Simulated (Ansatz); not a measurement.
Basis-set extrapolation for `C[SiH2][SiH](Cl)Cl` (PBE0-D4/def2-TZVP geometry, frozen core, Ansatz). Multiplicity 1, RHF reference.

```
                       def2-TZVPP    def2-QZVPP
                 HF  -1538.406628  -1538.451912
    MP2 correlation     -0.799655     -0.869800
CCSD(T) correlation     -0.909357       not run
```

Energies in hartree. Use E(X) = E(∞) + A·exp(−7.88·√X) for Hartree–Fock and E(X) = E(∞) + B·X^(−2.97) for correlation, with X = 3 and 4, and add CCSD(T) minus MP2 of the smaller set to the MP2 limit.

Question: What is the CCSD(T) energy at the basis-set limit?

Answer: HF limit: -1538.451912 + (-0.045284) × 0.13774 = -1538.45815. MP2 limit: -0.869800 + (-0.070145) × 0.74074 = -0.92176. Higher-order term: -0.909357 − (-0.799655) = -0.10970. Total: -1539.48961 hartree, 455.9 kJ/mol below CCSD(T)/def2-TZVPP.
